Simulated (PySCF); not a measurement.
Ligand exchange on a metal centre used in film growth or etching (Mo OH-NH2). Isolated molecules, 0 K electronic values unless said otherwise. One relaxed conformer stands for each flexible species; it need not be the lowest.

Level of theory: TPSSh-D3(BJ)/def2-TZVP // TPSS-D3(BJ)/def2-SVP (PySCF 2.14.0). All candidates: neutral, multiplicity 1. 

```yaml
LUMO: -2.94 eV
HOMO: -6.51 eV
HOMO–LUMO gap: 3.56 eV
```

### Question
Which member has these values?
A. [Mo(OH)6]
B. [Mo(OH)(NH2)5]
C. [Mo(OH)3(NH2)3]
D. [Mo(OH)5(NH2)]

### Answer
C, [Mo(OH)3(NH2)3]. The others give [Mo(OH)(NH2)5]: -2.45 eV, -5.61 eV, 3.16 eV; [Mo(OH)5(NH2)]: -3.59 eV, -7.03 eV, 3.44 eV; [Mo(OH)6]: -3.98 eV, -7.90 eV, 3.92 eV
